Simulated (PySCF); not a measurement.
## KO₂: calculation against measurement

Isolated KO₂, optimised in PySCF with density fitting and no spin–orbit coupling; def2 sets carry scalar-relativistic core potentials from Rb on. It is a doublet of C2v symmetry: PBE0/def2-TZVP K–O 2.420 Å (×2), O–O 1.323 Å, K–O–O 74.1° (×2), O–K–O 31.7°. Other levels end elsewhere and are not compared: PBE/def2-TZVP (quartet, D∞h).

Measured fundamentals (Jacox, Vibrational and Electronic Energy Levels of Polyatomic Transient Molecules, as compiled in the NIST Chemistry WebBook) beside computed harmonic wavenumbers, in cm⁻¹:

| mode as compiled | computed symmetry | measured | medium | PBE0/def2-TZVP |
| --- | --- | --- | --- | --- |
| a1 oo stretch | a1 | 1108 | argon matrix | 1248 |
| a1 oko s-stretch | a1 | 307.5 | argon matrix | 334 |

Q: How close does the calculation come?

A: Mean absolute differences: PBE0/def2-TZVP 10.5 %. The mean ratio of measured to computed values at PBE0/def2-TZVP is 0.905. Harmonic values should lie a little above fundamentals; matrices shift bands further, usually down by up to a few per cent.
